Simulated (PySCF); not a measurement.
Two species compared at the same levels of theory.

First species: C7H13PS.
SMILES with atom numbers: `[CH2:1]=[CH:2][CH2:3][P@:4]([CH3:5])(=[S:6])[C:7](=[CH2:8])[CH3:9]` (hydrogens: H10, H11 on C1; H12 on C2; H13, H14 on C3; H15, H16, H17 on C5; H18, H19 on C8; H20, H21, H22 on C9)

Second species: 1,3-dimethyl cyclohexene, C8H14.
InChI=1S/C8H14/c1-7-4-3-5-8(2)6-7/h6-7H,3-5H2,1-2H3/t7-/m0/s1

Levels: PBE0/pcSseg-1 for HOMO energy, LUMO energy and HOMO–LUMO gap. Geometries: GFN2-xTB. All species are isolated and taken at one optimised geometry, non-relativistic unless stated; the electronic structure was computed with PySCF and density fitting.

The conformers computed, where there is a choice (atom-mapped SMILES and torsion angles):
- `[CH2:1]=[CH:2][CH2:3][P@:4]([CH3:5])(=[S:6])[C:7](=[CH2:8])[CH3:9]`: C1–C2–C3–P4 -115°, C2–C3–P4–C5 66°, C3–P4–C7–C8 112°

The conformers of `CC1=C[C@@H](C)CCC1` aren't listed.

| property | column X | column Y |
| --- | --- | --- |
| HOMO energy | -6.66 eV | -6.36 eV |
| LUMO energy | 0.72 eV | -0.57 eV |
| HOMO–LUMO gap | 7.38 eV | 5.79 eV |

(1) Which column belongs to which species?

(2) How does each property change from the first species to the second?

Answers

(1) Column X is the second species and column Y the first. The first has 22 atoms and 86 electrons, the second 22 and 62.

(2) HOMO energy -0.30 eV; LUMO energy +1.29 eV; HOMO–LUMO gap +1.59 eV.

